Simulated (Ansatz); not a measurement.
Molecule: sum formula SiN2H4F (charge 0, doublet). It need not be the lowest isomer of its formula. 
Geometry from a B3LYP-D3(BJ)/def2-TZVP (Ansatz, a first-principles code) optimisation:
SMILES: N[Si](N)F
```xyz
8

N     -1.3171    -0.6026     0.5682
Si     0.1617    -0.2736    -0.2419
N      1.3056     0.1039     0.9665
F     -0.2228     0.9360    -1.2476
H     -1.3518    -1.3367     1.2590
H     -2.1884    -0.5272     0.0649
H      2.2958     0.0787     0.7897
H      1.0660     0.6830     1.7590
```
Charge 0, spin multiplicity 2.

Computed values are from Ansatz. Correlated levels leave the core frozen unless marked. UHF or UKS for open shells. Spin-orbit coupling is left out. No relativistic terms. CBS marks a two-point X^-3 extrapolation of the correlation energy; Hartree-Fock from the larger set.

```
Item                                                                           Value
---------------------  -------------------------------------------------------------
atomisation energy De  2862.7 kJ/mol at CCSD(T)/CBS(aug-cc-pV(T+d)Z,aug-cc-pV(Q+d)Z)
total energy            -500.7553 Eh at CCSD(T)/CBS(aug-cc-pV(T+d)Z,aug-cc-pV(Q+d)Z)
dipole moment                                      1.98 D at CCSD(T)/aug-cc-pV(D+d)Z
T1 diagnostic                                          0.013 at CCSD/aug-cc-pV(Q+d)Z
```
